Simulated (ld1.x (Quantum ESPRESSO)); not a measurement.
# What the settings do to the PAW potential of Ti

Base potential:

* Element: titanium (Ti)
* Generator: ld1.x (Quantum ESPRESSO) 7.5
* Type: PAW
* Functional: PBEsol
* Relativity: scalar-relativistic
* Frozen core: [Ne]
* Valence charge: 12
* Reference configuration: 3s2 3p6 3d3 4s1 4p0
* Partial waves: 3s (bound): rcut 1.40, rcutus 1.50 bohr; 4s (bound): rcut 1.40, rcutus 1.50 bohr; 3p (bound): rcut 1.55, rcutus 2.10 bohr; 4p (bound, empty): rcut 1.55, rcutus 2.10 bohr; 3d (bound): rcut 1.65, rcutus 2.05 bohr; 3d channel at 0.3 Ry: rcut 1.65, rcutus 2.05 bohr
* Local potential: all-electron potential smoothed inside 1.15 bohr (lloc = -2)
* Core correction: a·sin(br)/r model core, default radius (ld1.x builds one for every PAW set, though the input has nlcc=.false.)
* Augmentation charge: PSQ, inside the norm-conserving radii

All-electron outer shells of the reference configuration (PBEsol, scalar-relativistic, ld1.x):

```tsv
shell	level (eV)	outermost node (bohr)	outermost maximum (bohr)
2s	-532.46	0.09	0.27
2p	-440.20	–	0.22
3s	-59.14	0.40	0.87
3p	-35.61	0.37	0.90
4s	-3.74	1.26	3.07
3d	-1.92	–	1.02
4p	-1.09	1.42	4.20
```

Cutoffs, loose and tight: the cutoffs (Ry, on a coarse ladder) from which the occupation-weighted sum of valence levels, in a spherical-Bessel basis at the reference potential, stays within 10 and 1 mRy of its value at 400 Ry. They do not see the model core or the augmentation charge, which bear on the density cutoff. Test errors are all-electron minus pseudo excitation energies from the reference, over the configurations 3s2 3p6 3d2 4s2 4p0; 3s2 3p6 3d2 4s1 4p0; 3s2 3p6 3d2 4s0 4p0; 3s2 3p6 3d2 4s0 4p1; 3s2 3p6 3d1 4s2 4p1; 3s2 3p6 3d2 4s1 4p1; 3s2 3p6 3d1 4s2 4p0. A dash means not determined; rows that change the core or the reference have their own tests. The largest error is taken over the tests solved by every variant that gives reliable tests at all: 3s2 3p6 3d1 4s2 4p0; 3s2 3p6 3d1 4s2 4p1; 3s2 3p6 3d2 4s0 4p1; 3s2 3p6 3d2 4s1 4p0; 3s2 3p6 3d2 4s1 4p1; 3s2 3p6 3d2 4s2 4p0.

Cutoffs are not given where the Bessel-basis levels miss the radial ones by over 6 mRy, ghosts where they miss by over 20 mRy; a channel whose overlap is not positive is not tested.

A file whose overlap is not positive is unfit for use, and its test errors describe a broken file.

| change | outcome | bound ghosts | largest test error (meV) |
| --- | --- | --- | --- |
| base | generated, overlap not positive | not determined (overlap not positive) | -498 |
| waves 3d (bound): rcut 1.20, rcutus 1.28 bohr; 3d channel at 0.3 Ry: rcut 1.20, rcutus 1.28 bohr | generated, overlap not positive | not determined (overlap not positive) | -458 |
| waves 3d (bound): rcut 1.52, rcutus 1.62 bohr; 3d channel at 0.3 Ry: rcut 1.52, rcutus 1.62 bohr | generated, overlap not positive | not determined (overlap not positive) | -441 |
| waves 3d (bound): rcut 1.65, rcutus 1.84 bohr; 3d channel at 0.3 Ry: rcut 1.65, rcutus 1.84 bohr | generated, overlap not positive | not determined (overlap not positive) | +280 |
| waves 3d (bound): rcut 1.65, rcutus 2.10 bohr; 3d channel at 0.3 Ry: rcut 1.65, rcutus 2.10 bohr | generated, overlap not positive | not determined (overlap not positive) | -498 |
| waves 3d (bound): rcut 1.65, rcutus 2.38 bohr; 3d channel at 0.3 Ry: rcut 1.65, rcutus 2.38 bohr | generated, overlap not positive | not determined (overlap not positive) | -509 |
| waves 3d (bound): rcut 1.65, rcutus 2.52 bohr; 3d channel at 0.3 Ry: rcut 1.65, rcutus 2.52 bohr | generated, overlap not positive | not determined (overlap not positive) | -517 |
| waves 3d (bound): rcut 1.65, rcutus 3.10 bohr; 3d channel at 0.3 Ry: rcut 1.65, rcutus 3.10 bohr | generated, overlap not positive | not determined (overlap not positive) | -683 |

Question: What comes out with this change to the base: waves 3d (bound): rcut 1.65, rcutus 2.80 bohr; 3d channel at 0.3 Ry: rcut 1.65, rcutus 2.80 bohr?

Answer: outcome: generated, overlap not positive; bound ghosts: not determined (overlap not positive); largest test error (meV): -367. A file whose overlap is not positive is unfit for use, and its test errors describe a broken file.
